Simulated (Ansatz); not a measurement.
Basis-set series for ClH₄N₂Si, SMILES `[NH][SiH](N)Cl` radical. The species carries charge 0 and has multiplicity 2. All single points use the PBE0-D4/def2-TZVP geometry. It is one conformer, not always the lowest.

```tsv
functional	basis	functions	energy (Eh)	HOMO (eV)	LUMO (eV)
PBE0-D4	def2-TZVPP	202	-861.32252	-7.92	-3.41
PBE0-D4	def2-QZVPP	374	-861.35327	-7.97	-3.48
ωB97M-V	def2-TZVPP	202	-861.63322	-10.26	-1.35
ωB97M-V	def2-QZVPP	374	-861.66225	-10.31	-1.44
```

(1) Give the rows for def2-SVP. (Estimate.)

Answers

(1) The calculation gave: 
| functional | basis | functions | energy (Eh) | HOMO (eV) | LUMO (eV) |
| --- | --- | --- | --- | --- | --- |
| PBE0-D4 | def2-SVP | 84 | -860.91655 | -7.65 | -3.13 |
| ωB97M-V | def2-SVP | 84 | -861.22355 | -9.96 | -0.98 |

HOMO and LUMO are taken over both spins.

Program: Ansatz 0.2.0.
